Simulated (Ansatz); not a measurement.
Isolated molecules relaxed with PBE0-D4/def2-TZVP in Ansatz; ΔE leaves out vibrations. CBS: MP2 limit from def2 TZ/QZ plus the TZ coupled-cluster correction, frozen cores. Functionals use def2-TZVPP. B3LYP here is the variant with VWN-RPA as its local correlation; programs differ in this. For Ge, Ti outer-core shells are correlated without core-valence functions, which leaves a few kJ/mol of doubt a bond. Scalar relativity is left out up to krypton. One conformer a species, not always the lowest.

Reaction (redistribution): `[OH][Ti]([SH])([Cl])[Cl]` + `[F][Ge]([F])([F])[F]` → `[OH][Ti]([F])([Cl])[Cl]` + `[F][Ge]([F])([F])[SH]`

`[OH][Ti]([SH])([Cl])[Cl]`:

Z-matrix (Å, degrees):
```
Ti
S 1 2.268
Cl 1 2.192 2 109.9
O 1 1.744 2 104.3 3 120.4
Cl 1 2.188 2 109.5 3 -120.1
H 2 1.349 1 90.9 3 58.6
H 4 0.958 1 149.2 2 117.1
```

`[F][Ge]([F])([F])[F]`:

Z-matrix (Å, degrees):
```
Ge
F 1 1.692
F 1 1.692 2 109.5
F 1 1.691 2 109.5 3 120.0
F 1 1.692 2 109.5 3 -120.0
```

`[OH][Ti]([F])([Cl])[Cl]`:

```xyz
6

O    -1.140    0.771   -0.069
Ti    0.321   -0.192   -0.013
F     0.250   -1.256    1.362
Cl    2.057    1.121    0.185
Cl    0.484   -1.386   -1.837
H    -1.973    0.943    0.372
```

`[F][Ge]([F])([F])[SH]`:

Z-matrix (Å, degrees):
```
Ge
F 1 1.705
F 1 1.708 2 107.2
F 1 1.708 2 107.3 3 111.8
S 1 2.166 2 109.4 3 -124.1
H 5 1.346 1 91.5 2 -178.8
```

```json
{"level": "revPBE", "ΔE (kcal/mol)": "-18.7"}
{"level": "PBE0", "ΔE (kcal/mol)": "-17.6"}
{"level": "B3LYP", "ΔE (kcal/mol)": "-17.9"}
{"level": "MP2/def2-SVP", "ΔE (kcal/mol)": "-13.6"}
```

What does CCSD(T)/CBS give? (Best estimate.)

The calculation gave: -14.3 kcal/mol. The listed levels differ from it by -4.4, -3.3, -3.6, 0.7 kcal/mol.

What do rigid-rotor, harmonic-oscillator terms from PBE0-D4/def2-TZVP frequencies (298.15 K, 1 bar) make of the CCSD(T)/CBS value? (An estimate is asked.)

Computed: ΔZPE = 0.0 kcal/mol, ΔH = -14.2 kcal/mol, ΔS = 29 J/(mol·K), ΔG = -16.2 kcal/mol.

Largest T1 diagnostic among the species: 0.026, so the coupled-cluster value is less sure than usual.

At CCSD(T), def2-SVP lies −1.0 kcal/mol from the extrapolated value and def2-TZVPP +0.7 kcal/mol. From PBE to PBE0 (25 % exact exchange), in def2-TZVPP and without D4, ΔE moves by +1.0 kcal/mol.
